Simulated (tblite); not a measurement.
Compound: C4H12O2Si2.
SMILES with atom numbers: `[CH3:1][SiH2:2][O:3][Si@@H:4]([CH3:5])[C:6]([CH3:7])=[O:8]` (hydrogens: H9, H10, H11 on C1; H12, H13 on Si2; H14 on Si4; H15, H16, H17 on C5; H18, H19, H20 on C7)

Structure used (GFN2-xTB), in Å, numbered top down from 1:
```xyz
20
C4H12O2Si2 angstrom
C      2.7503   -1.4230   -0.2880
Si     2.2997    0.3011   -0.9261
O      1.0848    0.9397   -0.0224
Si    -0.4045    0.7609    0.5629
C     -1.4382    2.2972    0.1572
C     -1.1470   -0.8054   -0.2852
C     -2.5358   -1.2421    0.1020
O     -0.4924   -1.4179   -1.1004
H      1.9229   -2.1105   -0.4395
H      3.6146   -1.8236   -0.8086
H      2.9798   -1.4088    0.7747
H      1.8602    0.2878   -2.3188
H      3.3586    1.2850   -0.6823
H     -0.2926    0.5106    2.0031
H     -1.5678    2.4274   -0.9141
H     -2.4237    2.2440    0.6097
H     -0.9502    3.1891    0.5377
H     -2.5598   -1.4245    1.1739
H     -2.8313   -2.1407   -0.4351
H     -3.2328   -0.4357   -0.1137
```

Level: GFN2-xTB in tblite, geometry and Hessian alike; calculated harmonic values, unscaled, isolated species. This tight-binding method is rough: wavenumbers can miss measured ones by several per cent, in bad cases by 10 to 20. Modes of hydrogen on silicon can be 10 to 20 % off. One conformer, not necessarily the lowest.

Harmonic wavenumbers (cm⁻¹): 28.1, 40.8, 52.5, 76.0, 105.9, 117.0, 126.2, 137.8, 153.0, 195.4, 247.1, 286.8, 409.7, 441.8, 471.7, 558.8, 608.2, 619.6, 637.4, 672.1, 702.2, 761.9, 769.9, 778.2, 822.9, 825.8, 833.5, 854.5, 948.5, 968.3, 1057.0, 1139.6, 1357.0, 1368.1, 1369.3, 1452.9, 1455.8, 1478.4, 1479.3, 1483.7, 1485.3, 1728.3, 2220.9, 2224.3, 2269.2, 3025.7, 3026.3, 3030.2, 3031.1, 3037.6, 3043.6, 3045.7, 3048.2, 3048.9.

A = 1902, B = 998.2, C = 731.0 MHz; mass 148.038 u (most abundant isotopes); point group C1, symmetry number 1.

Q: What is the zero-point energy?

A: Half the sum of the wavenumbers: 32579 cm⁻¹ = 93.15 kcal/mol.

Q: Entropy at 400 K, 1 bar (ideal gas, RRHO, classical rotation)?

A: Translation 42.37, rotation 30.70, vibration 60.10: S = 133.2 cal/(mol K).

Q: And Cp and H(400 K) − H(0)?

A: Cp = 57.09 cal/(mol K), of which vibrations give 49.14 (their classical limit is 54 R = 107.3); H(400 K) − H(0) = 14.41 kcal/mol without the zero-point energy, 11.23 from vibrations.

Q: What must be added to the electronic energy to get the Gibbs energy at 400 K and 1 bar?

A: ZPE + [H(400 K) − H(0)] − T·S = 93.15 + 14.41 − 53.27 = 54.29 kcal/mol.

Q: Blend soft modes into free rotors: weight 1/[1 + (100 cm⁻¹/ν̃)⁴] for the oscillator and the rest for a rotor with moment μB/(μ + B), μ = h/(8π²ν), B = 10⁻⁴⁴ kg m². What vibrational entropy results?

A: 52.98 cal/(mol K) in place of 60.10, which changes −T·S at 400 K by +2.85 kcal/mol.

Q: How do the functions run with temperature in this model?

A: 
```json
{"T (K)": "100", "S (cal/(mol K))": "79.7", "Cp (cal/(mol K))": "26.0", "H − H(0) (kcal/mol)": "1.77", "G − H(0) (kcal/mol)": "-6.20", "ln q(vib)": "3.96"}
{"T (K)": "200", "S (cal/(mol K))": "101.1", "Cp (cal/(mol K))": "36.9", "H − H(0) (kcal/mol)": "4.92", "G − H(0) (kcal/mol)": "-15.30", "ln q(vib)": "8.49"}
{"T (K)": "300", "S (cal/(mol K))": "118.1", "Cp (cal/(mol K))": "47.7", "H − H(0) (kcal/mol)": "9.16", "G − H(0) (kcal/mol)": "-26.28", "ln q(vib)": "12.46"}
{"T (K)": "500", "S (cal/(mol K))": "146.8", "Cp (cal/(mol K))": "64.8", "H − H(0) (kcal/mol)": "20.52", "G − H(0) (kcal/mol)": "-52.87", "ln q(vib)": "19.54"}
{"T (K)": "800", "S (cal/(mol K))": "181.1", "Cp (cal/(mol K))": "81.3", "H − H(0) (kcal/mol)": "42.65", "G − H(0) (kcal/mol)": "-102.26", "ln q(vib)": "28.78"}
{"T (K)": "1000", "S (cal/(mol K))": "200.1", "Cp (cal/(mol K))": "88.7", "H − H(0) (kcal/mol)": "59.68", "G − H(0) (kcal/mol)": "-140.43", "ln q(vib)": "34.23"}
```

q(vib) and H(0) count from the zero-point level.

Q: Which modes carry the vibrational entropy at 400 K?

A: 28.1 cm⁻¹: 6.54; 40.8 cm⁻¹: 5.80; 52.5 cm⁻¹: 5.30; 76.0 cm⁻¹: 4.57; 105.9 cm⁻¹: 3.92; 117.0 cm⁻¹: 3.72 cal/(mol K); the other 48 give 30.24 together.

Hindered rotation and anharmonicity are outside this model. Other conformers, if any are populated, would add a mixing term that is left out. The structure is chiral; the term R ln 2 for an equal mix with its mirror image is left out.
